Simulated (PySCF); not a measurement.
Compound: C₂H₆OSi.
Geometry (PBE0-D3(BJ)/def2-SVP, Å), atoms numbered from 1 in this order:
```
atom  x, y, z in Å
C1    -1.5443   -0.2775    0.2635
C2    -0.8638    0.8649    0.1380
O3     0.4385    0.9990   -0.1799
Si4    1.5404   -0.2425   -0.4530
H5    -2.6014   -0.2483    0.5293
H6    -1.0846   -1.2583    0.1119
H7    -1.3433    1.8378    0.2926
H8     2.8356    0.4363   -0.7143
H9     1.6375   -1.1223    0.7493
H10    1.1279   -1.0567   -1.6343
```

A calculation gives these core lines: C 1s: 290.09 (area 1), 292.33 (area 1) eV; O 1s: 538.69 eV; Si 1s: 1847.66 eV; Si 2p3/2: 107.78 eV.

Method used: PySCF 2.14.0, delta-SCF UKS SCAN, pcX-2 on the ionised atom, pcseg-1 elsewhere, spin-free X2C. Geometry: PBE0-D3(BJ)/def2-SVP, one conformer, isolated molecule.

Problem. Assign the C 1s lines to atoms.

Solution. 290.09 eV: C1 (terminal =CH2 carbon); 292.33 eV: C2 (vinylic carbon bearing oxygen). The listed C 1s values span 2.24 eV, from C1 (bonded to C (double bond) and 2 H) to C2 (bonded to O, C (double bond) and H). Summing the Pauling electronegativity differences to the bonded atoms, each weighted by its formal bond order, gives -0.70 for the lowest site and +0.54 for the highest.

Bonded neighbours of each site: C1: C (double bond) and 2 H; C2: O, C (double bond) and H; O3: C and Si; Si4: O and 3 H.

Problem. What is the longest wavelength that can ionise Si 1s of Si4 vertically?

Solution. λ = hc/E = 12398.42 eV Å / 1847.66 eV = 6.710 Å.

2p3/2 and 2p1/2 are the ΔSCF energy of one spin-free 2p hole plus the eigenvalues of a spin–orbit and ligand-field matrix of the shell. 2p1/2 minus 2p3/2 (ligand field included): Si 0.63 eV.
